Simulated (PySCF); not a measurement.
# Ne³⁺: ionisation energy

Ne³⁺ [He] 2s2 2p3 [2p1/2^2 2p3/2^1, M_J = 3/2] → Ne⁴⁺ [He] 2s2 2p2 [2p1/2^2, M_J = 0], as a difference of total energies. All numbers are calculated (PySCF 2.14, the two-component X2C-1e Hamiltonian, in x2c-QZVPPall-2c). Correlated levels: 1s2 frozen; the 2 highest virtual spinors dropped. "Screened" scales the spin-orbit matrix elements by Boettger's factors to mimic the two-electron term; Breit and QED terms are absent.

| method | ionisation energy (eV) |
| --- | --- |
| GHF (spin-free) | 96.937 |
| GMP2 (spin-free) | 97.454 |
| GHF (screened spin-orbit) | 96.882 |
| GMP2 (screened spin-orbit) | 97.399 |

Problem. How much does correlation contribute at GMP2 (screened spin-orbit)?

Solution. 97.399 − (96.882) = 0.517 eV, measured against GHF (screened spin-orbit).

Errors of the correlated levels include the incompleteness of this basis and the frozen core.

The labels give the starting determinants; with spin-orbit coupling the two ends relaxed to ⟨J²⟩ = 3.75, ⟨L²⟩ = 0.00, ⟨S²⟩ = 3.75 and ⟨J²⟩ = 1.96, ⟨L²⟩ = 2.00, ⟨S²⟩ = 2.00.

The determinant of Ne⁴⁺ mixes levels of different J (the jj label is only the starting occupation), so the difference between spin-free and spin-orbit rows is not the physical spin-orbit shift.

For comparison: 97.190 eV (semi-empirical (NIST evaluation); NIST Atomic Spectra Database, ionization energies).
